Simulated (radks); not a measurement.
Problem. The mean radii <r> (bohr) of the occupied orbitals of an atom or ion are listed with their occupations. All-electron calculation, scalar-relativistic Kohn-Sham, PBE, spin-polarised, spherical densities, finite nucleus; Fermi nuclear charge, rms radius of each element as measured or else 0.836 A^(1/3) + 0.57 fm. Program: a radial shooting solver on a logarithmic mesh with Libxc functionals.

| orbital | occ. | <r> |
|---|---|---|
| 1s up | 1 | 0.07685 |
| 1s down | 1 | 0.07685 |
| 2s up | 1 | 0.3643 |
| 2s down | 1 | 0.3643 |
| 2p up | 3 | 0.3277 |
| 2p down | 3 | 0.3277 |
| 3s up | 1 | 1.152 |
| 3s down | 1 | 1.152 |
| 3p up | 3 | 1.259 |
| 3p down | 3 | 1.259 |
| 6p up | 1 | 14.12 |

Name the element and its charge. Open shells, if any, are filled with parallel spins first.

Solution. Z = 20, calcium, charge +1: Ca+ in [Ar] 6p1. The 1s radius gives Z: for a bare nucleus <r> = (2 gamma + 1)/(2Z) with gamma = sqrt(1 - (Z/c)^2), 0.07446 bohr for Z = 20, and screening makes it slightly larger (0.07685 here). The occupations add up to 19, and the charge is Z minus that.
